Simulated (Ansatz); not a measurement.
A nudged elastic band was laid between two geometries of CH4BClSi (8 atoms, charge 0, multiplicity 1).

Level of theory: RKS PBE0/def2-SVP in Ansatz 0.2.0.

```json
{
  "movable images": "9",
  "climbing image": "yes",
  "spring": "5.0 eV/Å²",
  "optimiser": "quadratic models (default)",
  "start path": "through a guess of the saddle point",
  "force threshold": "0.03 eV/Å",
  "iteration limit": "17",
  "end points": "relaxed"
}
```

Initial state:

```xyz
8
Properties=species:S:1:pos:R:3
Si 0.101 1.427 -0.228
C 0.319 -0.256 -0.520
B -0.269 -1.211 0.499
Cl -0.119 -2.964 0.323
H 0.604 2.513 -1.112
H -0.629 1.926 0.964
H 0.860 -0.608 -1.404
H -0.867 -0.827 1.478
```

Final state:

```xyz
8
Properties=species:S:1:pos:R:3
Si 0.055 1.419 -0.151
C 0.330 -0.237 -0.538
B -0.145 -1.410 0.301
Cl -1.057 -1.183 1.810
H 0.542 2.531 -1.011
H -0.678 1.887 1.049
H 0.888 -0.447 -1.459
H 0.065 -2.560 -0.002
```

Which bonds break or form, and what moves?

No bond is made or broken. The dihedral Si1–C2–B3–Cl4 goes from 180 to 0°.

What energy profile does the band end with?

The forces met the threshold. The highest image is number 5 of 0 to 10, 0.49 eV above the first end and 0.43 eV above the last; the last end lies 0.07 eV above the first. A vibrational analysis at the climbing image gives one clearly imaginary mode, 263i cm⁻¹: a first-order saddle point.

```json
{"image": "0", "path coordinate (Å)": "0.00", "energy (eV)": "0.00", "dihedral Si1–C2–B3–Cl4 (°)": "180"}
{"image": "1", "path coordinate (Å)": "0.49", "energy (eV)": "0.03", "dihedral Si1–C2–B3–Cl4 (°)": "-160"}
{"image": "2", "path coordinate (Å)": "0.98", "energy (eV)": "0.12", "dihedral Si1–C2–B3–Cl4 (°)": "-142"}
{"image": "3", "path coordinate (Å)": "1.47", "energy (eV)": "0.27", "dihedral Si1–C2–B3–Cl4 (°)": "-125"}
{"image": "4", "path coordinate (Å)": "1.96", "energy (eV)": "0.42", "dihedral Si1–C2–B3–Cl4 (°)": "-109"}
{"image": "5", "path coordinate (Å)": "2.45", "energy (eV)": "0.49", "dihedral Si1–C2–B3–Cl4 (°)": "-92"}
{"image": "6", "path coordinate (Å)": "2.94", "energy (eV)": "0.42", "dihedral Si1–C2–B3–Cl4 (°)": "-76"}
{"image": "7", "path coordinate (Å)": "3.42", "energy (eV)": "0.28", "dihedral Si1–C2–B3–Cl4 (°)": "-58"}
{"image": "8", "path coordinate (Å)": "3.90", "energy (eV)": "0.16", "dihedral Si1–C2–B3–Cl4 (°)": "-40"}
{"image": "9", "path coordinate (Å)": "4.39", "energy (eV)": "0.08", "dihedral Si1–C2–B3–Cl4 (°)": "-21"}
{"image": "10", "path coordinate (Å)": "4.87", "energy (eV)": "0.07", "dihedral Si1–C2–B3–Cl4 (°)": "0"}
```

What is the geometry of the highest image?


```xyz
8
Properties=species:S:1:pos:R:3:forces:R:3
Si 0.265 1.470 -0.140 0.00 0.02 0.00
C 0.052 -0.185 -0.519 0.00 -0.01 0.00
B -0.437 -1.334 0.375 0.00 -0.01 0.00
Cl 0.697 -2.340 1.275 0.00 0.00 0.00
H 0.742 2.456 -1.142 0.00 0.00 0.00
H -0.008 2.031 1.207 0.00 0.00 0.00
H 0.289 -0.455 -1.560 0.00 0.00 0.00
H -1.598 -1.643 0.504 0.00 0.00 0.00
```

What are the harmonic wavenumbers there?

263i, 131, 225, 415, 494, 585, 655, 741, 817, 890, 946, 973, 1089, 1297, 2277, 2299, 2626, 3157 cm⁻¹.

Time of the run: 10 min on 1 CPU thread of a shared host.
